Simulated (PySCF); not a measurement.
C5H7F, SMILES C[C@@H]1C=C[C@@H]1F. Coordinates come from a B3LYP-D3(BJ)/def2-SVP optimisation. The structure was generated by enumeration; whether it is a known compound was not checked.

Q: Give the equilibrium geometry at B3LYP-D3(BJ)/def2-SVP (PySCF confirms it by a frequency run) as bond lengths and angles. (An estimate is asked for; the answer gives what the named calculation found.)

A: 
Atoms: C1 C2 C3 C4 C5 F6 H7 H8 H9 H10 H11 H12 H13. Bonded distances (Å): C1–C2 1.523, C1–H7 1.102, C1–H8 1.100, C1–H9 1.102, C2–C3 1.523, C2–C5 1.572, C2–H10 1.106, C3–C4 1.344, C3–H11 1.094, C4–C5 1.510, C4–H12 1.093, C5–F6 1.381, C5–H13 1.104. Bond angles (°): C2–C1–H7 110.8, C2–C1–H8 110.9, C2–C1–H9 110.8, H7–C1–H8 107.9, H7–C1–H9 108.0, H8–C1–H9 108.4, C1–C2–C3 117.5, C1–C2–C5 115.1, C1–C2–H10 110.2, C3–C2–C5 84.4, C3–C2–H10 114.3, C5–C2–H10 113.4, C2–C3–C4 95.1, C2–C3–H11 131.7, C4–C3–H11 133.2, C3–C4–C5 93.4, C3–C4–H12 134.2, C5–C4–H12 132.3, C2–C5–C4 86.9, C2–C5–F6 115.3, C2–C5–H13 114.4, C4–C5–F6 116.7, C4–C5–H13 115.4, F6–C5–H13 107.4.
